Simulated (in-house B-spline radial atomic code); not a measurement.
A fraction x of an electron is removed from 5p in Xe²⁺, starting from [Kr] 4d10 5s2 5p4 and keeping the highest spin. Level of theory: scalar-relativistic (X2C) r2SCAN0, spin-polarised, spherical fractional occupations, Fermi nucleus of rms radius 4.7859 fm; calculated with an all-electron radial atomic-structure program (B-spline basis).

Caution: exact exchange at fractional occupations of open shells leaves self-interaction of up to several eV.

```tsv
x	E(x) - E(0) (eV)	5p down level (eV)
0	0.0000	-25.294
0.08	2.0496	-25.947
0.13	3.3572	-26.355
0.27	7.1269	-27.499
0.46	12.4995	-29.054
0.5	13.6682	-29.381
0.58	16.0447	-30.034
0.66	18.4735	-30.685
0.87	25.0952	-32.370
0.93	27.0513	-32.831
1	29.3674	-
```

The exact functional would give a straight line between the two integer points. Deviations E(x) - E(0) - x[E(1) - E(0)], in eV: -0.3 at x = 0.08, -0.461 at x = 0.13, -0.802 at x = 0.27, -1.01 at x = 0.46, -1.015 at x = 0.5, -0.988 at x = 0.58, -0.909 at x = 0.66, -0.454 at x = 0.87, -0.26 at x = 0.93.

The curve lies below the straight line by up to 1.015 eV (at x = 0.5): convex, the delocalisation error, to which spherically averaged exact exchange adds.

Q: How well does Slater's transition state (minus the level at half occupation) give the ionisation energy?

A: It gives 29.381 eV against 29.367 eV from the two total energies; NIST lists 31.05 eV, ground level to ground level. The end point has an open shell averaged over its orbitals, so its exact exchange keeps a self-interaction and this is no true integer point.
